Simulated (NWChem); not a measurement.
## Atomisation of C5H4N

```
C
C 1 1.3912
N 2 1.3406 1 120.88
C 3 1.2829 2 119.05 1 0.00
C 4 1.3909 3 126.43 2 0.00
H 5 1.0918 4 122.77 3 180.00
H 1 1.0920 2 120.22 3 180.00
H 2 1.0949 3 117.54 4 180.00
C 5 1.3950 6 122.07 4 180.00
H 9 1.0941 5 120.17 6 0.00
```
Charge 0, spin multiplicity 2.

All runs are NWChem calculations. The geometry was optimised at UPBE0/def2-SVP, a minimum by its harmonic frequencies.

Basis set: def2-SVP. The atomisation energy is electronic alone: no zero-point, thermal, spin-orbit or counterpoise terms. No value is extrapolated to the basis-set limit. Free atoms are single determinants with multiplicities C 3, N 4, H 2. Correlated methods freeze the same cores in atoms and molecule, 6 orbitals in all.

The cost column gives rough processor time relative to LDA (SVWN5); each entry includes its own SCF. Costs are the molecule's.

B3LYP has NWChem's definition, with VWN1-RPA local correlation. GW and range-separated runs recompute their integrals, the others keep them in memory, which bears on the times. The structure started from a generated list of species. The unpaired electrons of the parent sit in orbitals of symmetry a' (Cs labels of the run); other states weren't searched. No SCF solution was tested for a lower state. Open-shell Hartree-Fock references start from PBE0 orbitals; any time given for them includes that run.

| method | atomisation energy (kcal/mol) | relative cost | remark |
|---|---|---|---|
| B3LYP | … | under 3 | - |
| HF | … | 3 | spin-contaminated |
| MP2 | 1082.2 | 4 | spin-contaminated |
| M06-2X | 1141.9 | 3 | - |
| PBE0 | … | under 3 | - |
| LC-wPBE (omega 0.3 per bohr) | 1167.5 | 10 | - |
| BLYP | 1142.4 | under 3 | - |
| LDA (SVWN5) | 1339.6 | 1 | - |
| PBE | 1193.5 | under 3 | - |

### Question
What belongs in the gaps?

### Answer

- B3LYP, atomisation energy (kcal/mol): 1138.5
- HF, atomisation energy (kcal/mol): 824.1
- PBE0, atomisation energy (kcal/mol): 1162.1
